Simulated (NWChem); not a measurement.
System: CuF; SMILES [F][Cu]

Output (shortened):

```
             Northwest Computational Chemistry Package (NWChem) 7.3.0
             --------------------------------------------------------

 ORDER OF PRIMARY AXIS IS BEING SET TO 4
 C4V symmetry detected

                             Geometry "geometry" -> ""
                             -------------------------

 Output coordinates in angstroms (scale by  1.889725989 to convert to a.u.)

  No.       Tag          Charge          X              Y              Z
 ---- ---------------- ---------- -------------- -------------- --------------
    1 Cu                  29.0000     0.00000000     0.00000000    -0.40615766
    2 F                    9.0000     0.00000000     0.00000000     1.30873023

 Effective nuclear repulsion energy (a.u.)      80.5389455147

      Symmetry information
      --------------------

 Group name             C4v
 Group number             18
 Group order               8
 No. of unique centers     2

                                Z-matrix (autoz)
                                --------

 Units are Angstrom for bonds and degrees for angles

      Type          Name      I     J     K     L     M      Value
      ----------- --------  ----- ----- ----- ----- ----- ----------
    1 Stretch                  1     2                       1.71489

                           NWChem Geometry Optimization
                           ----------------------------

 maximum gradient threshold         (gmax) =   0.000450
 rms gradient threshold             (grms) =   0.000300
 maximum cartesian step threshold   (xmax) =   0.001800
 rms cartesian step threshold       (xrms) =   0.001200
 fixed trust radius                (trust) =   0.300000
 source of zmatrix                         =   autoz

          -------------------
          Energy Minimization
          -------------------

 Using diagonal initial Hessian
 Scaling for Hessian diagonals: bonds = 1.00  angles = 0.25  torsions = 0.10

          --------
          Step   0

                                 NWChem DFT Module
                                 -----------------

 Summary of "ao basis" -> "ao basis" (spherical)
 ------------------------------------------------------------------------------
       Tag                 Description            Shells   Functions and Types
 ---------------- ------------------------------  ------  ---------------------
 Cu                         def2-svp                11       31   5s3p2d1f
 F                          def2-svp                 6       14   3s2p1d

      Symmetry analysis of basis
      --------------------------

        a1         17
        a2          0
        b1          4
        b2          4
        e          20

            General Information
            -------------------
          SCF calculation type: DFT
          Wavefunction type:  closed shell.
          No. of atoms     :     2
          No. of electrons :    38
           Alpha electrons :    19
            Beta electrons :    19
          Charge           :     0
          Spin multiplicity:     1
          Use of symmetry is: on ; symmetry adaption is: on
          Maximum number of iterations: 150
          AO basis - number of functions:    45
                     number of shells:    17
          Convergence on energy requested:  1.00D-06
          Convergence on density requested:  1.00D-05
          Convergence on gradient requested:  5.00D-04

              XC Information
              --------------
                         PBE0 Method XC Functional
                     Hartree-Fock (Exact) Exchange  0.250
          PerdewBurkeErnzerhof Exchange Functional  0.750
            Perdew 1991 LDA Correlation Functional  1.000 local
           PerdewBurkeErnz. Correlation Functional  1.000 non-local

             Grid Information
             ----------------
          Grid used for XC integration:  medium
          Radial quadrature: Mura-Knowles
          Angular quadrature: Lebedev.
          Tag              B.-S. Rad. Rad. Pts. Rad. Cut. Ang. Pts.
          ---              ---------- --------- --------- ---------
          Cu                  1.35      112           8.0       590
          F                   0.50       49           7.0       434
          Grid pruning is: on
          Number of quadrature shells:   161
          Spatial weights used:  Erf1

      Superposition of Atomic Density Guess
      -------------------------------------

 Sum of atomic energies:       -1737.97773734

      Non-variational initial energy
      ------------------------------

 Total energy =   -1737.523200
 1-e energy   =   -2581.617293
 2-e energy   =     763.555148
 HOMO         =      -0.567030
 LUMO         =      -0.204934

      Symmetry analysis of molecular orbitals - initial
      -------------------------------------------------

 !! scf_movecs_sym_adapt:    8 vectors were symmetry contaminated

  Symmetry fudging

 !! scf_movecs_sym_adapt:    6 vectors were symmetry contaminated

  Numbering of irreducible representations:

     1 a1          2 a2          3 b1          4 b2          5 e

  Orbital symmetries:

[...]

      ----------------------
      Optimization converged
      ----------------------

  Step       Energy      Delta E   Gmax     Grms     Xrms     Xmax
  ---- ---------------- -------- -------- -------- -------- --------
@    2   -1739.68466026 -1.3D-06  0.00007  0.00007  0.00092  0.00159
                                     ok       ok       ok       ok

                                Z-matrix (autoz)
                                --------

 Units are Angstrom for bonds and degrees for angles

      Type          Name      I     J     K     L     M      Value     Gradient
      ----------- --------  ----- ----- ----- ----- ----- ---------- ----------
    1 Stretch                  1     2                       1.75001   -0.00007

                         Geometry "geometry" -> "geometry"
                         ---------------------------------

 Output coordinates in angstroms (scale by  1.889725989 to convert to a.u.)

  No.       Tag          Charge          X              Y              Z
 ---- ---------------- ---------- -------------- -------------- --------------
    1 Cu                  29.0000     0.00000000     0.00000000    -0.42371662
    2 F                    9.0000     0.00000000     0.00000000     1.32628919

 Effective nuclear repulsion energy (a.u.)      78.9227448297

      Symmetry information
      --------------------

 Group name             C4v
 Group number             18
 Group order               8
 No. of unique centers     2

                Final and change from initial internal coordinates
                --------------------------------------------------

                                Z-matrix (autoz)
                                --------

 Units are Angstrom for bonds and degrees for angles

      Type          Name      I     J     K     L     M      Value       Change
      ----------- --------  ----- ----- ----- ----- ----- ---------- ----------
    1 Stretch                  1     2                       1.75001    0.03512

 ==============================================================================
                                internuclear distances
 ------------------------------------------------------------------------------
       center one      |      center two      | atomic units |  angstroms
 ------------------------------------------------------------------------------
    2 F                |   1 Cu               |     3.30703  |     1.75001
 ------------------------------------------------------------------------------
                         number of included internuclear distances:          1
 ==============================================================================

[second-derivative integrals and response iterations left out]

  Vibrational analysis via the FX method

  See chapter 2 in "Molecular Vibrations" by Wilson, Decius and Cross

  Vib: Default input used

[...]

 Rotational Constants
 --------------------
 A=   0.000000 cm-1  (  0.000000 K)
 B=   0.377208 cm-1  (  0.542706 K)
 C=   0.377208 cm-1  (  0.542706 K)

 Temperature                      =   298.15K
 frequency scaling parameter      =   1.0000

 Linear Molecule

 Zero-Point correction to Energy  =    0.890 kcal/mol  (  0.001419 au)
 Thermal correction to Energy     =    2.464 kcal/mol  (  0.003926 au)
 Thermal correction to Enthalpy   =    3.056 kcal/mol  (  0.004870 au)

 Total Entropy                    =   54.035 cal/mol-K
   - Translational                =   39.106 cal/mol-K (mol. weight =  81.9282)
   - Rotational                   =   14.518 cal/mol-K (symmetry #  =        1)
   - Vibrational                  =    0.411 cal/mol-K

 Cv (constant volume heat capacity) =    5.948 cal/mol-K
   - Translational                  =    2.979 cal/mol-K
   - Rotational                     =    1.986 cal/mol-K
   - Vibrational                    =    0.983 cal/mol-K

[normal modes left out]

 ----------------------------------------------------------------------------
 Normal Eigenvalue ||           Projected Infra Red Intensities
  Mode   [cm**-1]  || [atomic units] [(debye/angs)**2] [(KM/mol)] [arbitrary]
 ------ ---------- || -------------- ----------------- ---------- -----------
    1       -0.000 ||    0.000000           0.000         0.000       0.000
    2        0.000 ||    0.006007           0.139         5.856       3.568
    3        0.000 ||    0.006007           0.139         5.856       3.568
    4        0.000 ||    0.019898           0.459        19.398      11.818
    5        0.000 ||    0.019898           0.459        19.398      11.818
    6      623.197 ||    0.049213           1.135        47.975      29.228
 ----------------------------------------------------------------------------
```

Level: PBE0/def2-SVP. 

**Question.** Write an input that gives this output.

**Answer.** This is not unique; one that fits is the input that was run:
```
start job
memory heap 200 mb stack 900 mb global 1100 mb
geometry units angstroms
  Cu    -0.199899    -0.184957    -0.285688
  F      0.668624     0.618647     0.955573
end
basis spherical
  * library def2-svp
end
dft
  xc pbe0
  iterations 150
end
driver
  maxiter 120
end
task dft optimize
task dft freq
```
